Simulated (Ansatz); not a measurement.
Compare A (`F[Si@H]1C[Si@@H]1[SeH]`) with its isomer B (`FC[SiH]1[SiH2][Se]1`).

Isolated molecules relaxed with PBE0-D4/def2-TZVP in Ansatz; ΔE leaves out vibrations. CBS: MP2 limit from def2 TZ/QZ plus the TZ coupled-cluster correction, frozen cores. DFT in def2-TZVPP. B3LYP here is the variant with VWN-RPA as its local correlation; programs differ in this. For Se outer-core shells are correlated without core-valence functions, which leaves a few kJ/mol of doubt a bond. Scalar relativity is left out up to krypton. Each species was taken in one conformer, which may not be the lowest.

(1) Which isomer does CCSD(T)/CBS put lower? Give the gap. (An estimate is asked.)

(2) Give E(B) − E(A) in kJ/mol with r2SCAN-D4, CCSD(T)/def2-TZVPP, ωB97M-V, B3LYP, HF/def2-TZVPP, B3LYP-D4, MP2/def2-TZVPP. (An estimate is asked.)

Largest T1 diagnostic: 0.012.

## Answers

(1) Ansatz gave: A, by 92.6 kJ/mol.

(2) Ansatz gave: r2SCAN-D4 91.1, CCSD(T)/def2-TZVPP 92.5, ωB97M-V 92.0, B3LYP 89.3, HF/def2-TZVPP 86.6, B3LYP-D4 88.8, MP2/def2-TZVPP 97.4. None reverses the order clearly.

In def2-TZVPP, CCSD(T) changes the Hartree–Fock value by +5.9 kJ/mol (the triples alone add −1.3 kJ/mol) and MP2 by +10.8 kJ/mol.
